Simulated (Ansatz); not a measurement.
`F[SiH2][O][GeH2][Cl]` + H–F → `[F][GeH2][Cl]` + `O[SiH2]F`  (ligand exchange at a Ge–O bond)

Gas-phase electronic energies from Ansatz, PBE0-D4/def2-TZVP geometries. CBS: MP2 limit from def2 TZ/QZ plus the TZ coupled-cluster correction, frozen cores. This one scheme is used for every species. Functionals use def2-TZVPP. B3LYP here is the variant with VWN-RPA as its local correlation; programs differ in this. For Ge outer-core shells are correlated without core-valence functions, which leaves a few kJ/mol of doubt a bond. Scalar relativity is left out up to krypton. Each species was taken in one conformer, which may not be the lowest.

```csv
level,ΔE (kJ/mol)
BLYP-D4,-16.9
B97M-V,-21.6
B3LYP-D4,-14.0
r2SCANh-D4,-17.1
BHLYP,-20.9
CAM-B3LYP,-23.6
HF/def2-TZVPP,-19.0
CCSD/CBS(def2),-8.0
```

(1) What does CCSD(T)/CBS give? (Best estimate.)

(2) What do rigid-rotor, harmonic-oscillator terms from PBE0-D4/def2-TZVP frequencies (298.15 K, 1 bar) make of the CCSD(T)/CBS value? (Best estimate.)

Largest T1 diagnostic among the species: 0.011.

## Answers

(1) The calculation gave: -6.9 kJ/mol. The listed levels differ from it by -10.0, -14.7, -7.1, -10.2, -14.0, -16.7, -12.1, -1.1 kJ/mol.

(2) The calculation gave: ΔZPE = +4.5 kJ/mol, ΔH = -6.4 kJ/mol, ΔS = 9 J/(mol·K), ΔG = -9.2 kJ/mol. Modes under 50 cm⁻¹ make the entropy rough.

From PBE to PBE0 (25 % exact exchange), in def2-TZVPP and without D4, ΔE moves by +5.2 kJ/mol. Leaving LDA and LC-ωPBE aside and taking each functional with its dispersion term where it has one, the values, not all of them listed here, spread over 11.6 kJ/mol, from B97M-V to BHLYP-D4. LDA lies +7.0 kJ/mol from PBE without D4. The D4 term adds +11.2 kJ/mol with B3LYP and +6.4 kJ/mol with PBE0; it sums over pairs of atoms, weighted by their polarisabilities, and B3LYP, whose exchange is more repulsive, gets the larger term.
